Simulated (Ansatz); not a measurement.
`N[SiH2][AlH][S][SiH3]` and `C[O][AlH][S][SiH3]` differ in one atom or group.

Ansatz, PBE0-D4/def2-TZVP geometries, multiplicity 1. Each molecule was computed in one conformer, which needn't be the lowest.

```
                                      property  `N[SiH2][AlH][S][SiH3]`
          HOMO–LUMO gap (PBE0/def2-TZVPP) / eV                     5.80
size of the dipole moment (PBE/def2-TZVPP) / D                     1.48
         HOMO energy (ωB97M-V/def2-TZVPP) / eV                    -8.92
           LUMO energy (B3LYP/def2-TZVPP) / eV                    -1.24
           HOMO–LUMO gap (PBE/def2-TZVPP) / eV                     3.88
       HOMO–LUMO gap (ωB97M-V/def2-TZVPP) / eV                     9.48
```

**Question.** Give the same properties after the change, and the shifts. (Estimate.)

**Answer.** Computed: 
```
                                      property  `C[O][AlH][S][SiH3]`  shift
          HOMO–LUMO gap (PBE0/def2-TZVPP) / eV                  6.89   1.09
size of the dipole moment (PBE/def2-TZVPP) / D                  1.61   0.13
         HOMO energy (ωB97M-V/def2-TZVPP) / eV                 -9.80  -0.88
           LUMO energy (B3LYP/def2-TZVPP) / eV                 -0.95   0.29
           HOMO–LUMO gap (PBE/def2-TZVPP) / eV                  4.92   1.04
       HOMO–LUMO gap (ωB97M-V/def2-TZVPP) / eV                 10.65   1.17
```

With PBE0 the HOMO falls by 0.75 eV and the LUMO rises by 0.33 eV, so the gap widens by about 1.08 eV. PBE moves the HOMO by -0.70 eV and ωB97M-V by -0.88 eV. Dipoles are sizes alone; their direction can turn.

B3LYP here is the variant with VWN-RPA as its local correlation; programs differ in this.
